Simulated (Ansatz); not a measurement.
Species: BaO, net charge 0, singlet state. 
Structure (B3LYP-D3(BJ)/def2-TZVP (Ansatz, an electronic-structure program) minimum search):
```
Ba
O 1 1.9467
```

Basis-set convergence of Hartree-Fock and CCSD correlation energies (hartree) with Ansatz. Cores are frozen in the correlated levels unless marked. Spin-orbit coupling is left out. The frozen core is the preceding noble-gas configuration, with the filled d and f shells of earlier blocks. The outer core of K, Ca and their heavier congeners is not correlated, a term that matters for these elements. Past Kr the def2 sets carry scalar-relativistic core potentials.

```json
[
 {"basis": "def2-SVP", "functions": "44", "E(HF)": "-99.85318", "E(corr, CCSD)": "-0.22758"},
 {"basis": "def2-TZVPP", "functions": "71", "E(HF)": "-99.98508", "E(corr, CCSD)": "-0.27609"},
 {"basis": "def2-QZVPP", "functions": "117", "E(HF)": "-99.99531", "E(corr, CCSD)": "-0.29572"}
]
```

Extrapolating the two largest sets (X = 3 and 4) as X^-3: E(corr) = (64·(-0.29572) - 27·(-0.27609))/37 = -0.3100 Eh, an estimate of the basis-set limit. The largest set recovers 95.4 % of it, the smallest 73.4 %.
